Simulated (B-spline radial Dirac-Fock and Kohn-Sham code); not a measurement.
Te⁵⁺ in Watson spheres of different radius

The computed values come from a radial finite-basis atomic code: Dirac-Fock ΔSCF + Breit + QED. The ion, [Kr] 4d10 5s1, sits in a hollow sphere of charge Q = -5, a simple model of the Madelung potential. Inside the sphere an electron's potential energy is raised by the constant 14.40·|Q|/R eV, so binding energies fall by about that much as long as the orbitals stay inside.

```tsv
radius (Å)	14.40 |Q|/R (eV)	1s (eV)	2s (eV)	2p1/2 (eV)	2p3/2 (eV)	3s (eV)	3p1/2 (eV)	3p3/2 (eV)	3d3/2 (eV)	3d5/2 (eV)	4p1/2 (eV)	4p3/2 (eV)	4d3/2 (eV)	4d5/2 (eV)	5s (eV)
1.6	45.00	31839.8	4972.2	4639.8	4368.9	1035.7	899.0	847.4	608.7	598.3	153.7	143.9	64.17	62.69	24.16
2.7	26.67	31858.0	4990.4	4658.0	4387.1	1053.9	917.2	865.6	626.9	616.5	171.9	162.1	82.41	80.92	42.29
```

From the smallest to the largest radius 1s moves by +18.2 eV, while the constant potential alone would give +18.3 eV; the difference comes from charge outside the sphere and its screening.
